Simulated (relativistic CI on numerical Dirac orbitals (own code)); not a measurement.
## Hyperfine structure of Sb XXVIII, mass number 121

Calculated at this level of theory: Dirac-Coulomb-Breit CI, separate exchange-only KLI orbitals for each configuration, model QED, unscaled Slater integrals (own radial code, finite nucleus).

Configuration list (outside the closed core [Ne]): 3s2.3p6.3d6, 3s2.3p5.3d7, 3s2.3p4.3d8, 3s.3p6.3d7, 3p6.3d8, 3s.3p5.3d8, 3s2.3p6.3d5.4s, 3s2.3p6.3d5.4p, 3s2.3p6.3d5.4d, 3s2.3p4.3d7.4s, 3s2.3p6.3d5.4f, 3s2.3p5.3d6.4s, 3s2.3p6.3d4.4s2, 3s.3p6.3d6.4s, 3s2.3p6.3d5.5s, 3p6.3d7.4s. Levels of other configurations are missing.

Nuclear spin I = 5/2, μ = 3.358 μN, Q = -0.543 b (tables of Stone and Pyykkö). The electronic factors are computed for point nuclear moments, without core polarisation or the Bohr-Weisskopf and QED corrections.

| Level | E (cm⁻¹) | A (MHz) | B (MHz) |
| --- | --- | --- | --- |
| 3s2.3p6.3d6 5D_4 | 0.0 | 11970 | -10000 |
| 3s2.3p6.3d6 5D_3 | 56559.7 | 8280 | -1930 |
| 3s2.3p6.3d6 5D_1 | 75184.6 | 10440 | 3460 |
| 3s2.3p6.3d6 3G_5 | 128434.1 | 16420 | -3460 |
| 3s2.3p6.3d6 3H_6 | 128807.8 | 17830 | 7060 |
| 3s2.3p6.3d6 3F_2 | 155450.7 | 19150 | 2180 |
| 3s2.3p6.3d6 3H_4 | 189931.2 | 18090 | 1070 |
| 3s2.3p6.3d6 3D_1 | 200943.1 | 18810 | -3860 |

Levels with J = 0, under 50 % of one LS term, or S terms without an open s electron are left out. Small factors come from cancelling terms and can be off by tens of per cent or more.

At this charge energies of transitions that change n are usually good to better than 1 %, and those within a shell (Δn = 0) to a few per cent. Terms inside the open d or f shell come out 10 to 20 % too wide with unscaled integrals.

Q: Give the hyperfine levels of 3s2.3p6.3d6 5D_4 relative to its centre of gravity.

A: With K = F(F + 1) − I(I + 1) − J(J + 1), E = AK/2 + B[¾K(K + 1) − I(I + 1)J(J + 1)]/[2I(2I − 1)J(2J − 1)]: F = 3/2: -154600, F = 5/2: -121700, F = 7/2: -76770, F = 9/2: -20960, F = 11/2: 44280, F = 13/2: 117200 MHz.

LS names give the leading component of a level, which can be under half, so a name can repeat, a term be missing and a line seem to break the LS rules.
